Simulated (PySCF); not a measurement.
**Arsenic: a sound run and one with changed settings**

Sound run: As⁺ [Ar] 3d10 4s2 4p2, As²⁺ [Ar] 3d10 4s2 4p1. Computed with PySCF 2.14 in jorge-DZP-DKH, with the spin-free X2C one-electron Hamiltonian (Gaussian nucleus). The sound run starts from symmetry-adapted Hartree-Fock orbitals and uses a fine grid where one is needed.

A second run was set up differently.

```tsv
species	method	sound run (hartree)	changed run (hartree)	converged
As⁺	UHF	-2258.54714	-2258.52950	no
As⁺	PBE0	-2259.95016	-2259.85402	no
As⁺	M06-L	-2260.13296	-2259.99968	no
As²⁺	UHF	-2257.88761	-2257.85932	no
As²⁺	PBE0	-2259.27080	-2259.12626	no
As²⁺	M06-L	-2259.46452	-2259.27491	no
```

**Question.** What was changed?
A. minimal basis
B. angular grid far too coarse
C. level shift left on
D. too few SCF iterations

**Answer.** D. It used initial guess sap, at most 2 SCF cycles. The SCF was stopped early; the energies are upper bounds that still move, and correlated levels were skipped or rest on poor orbitals.
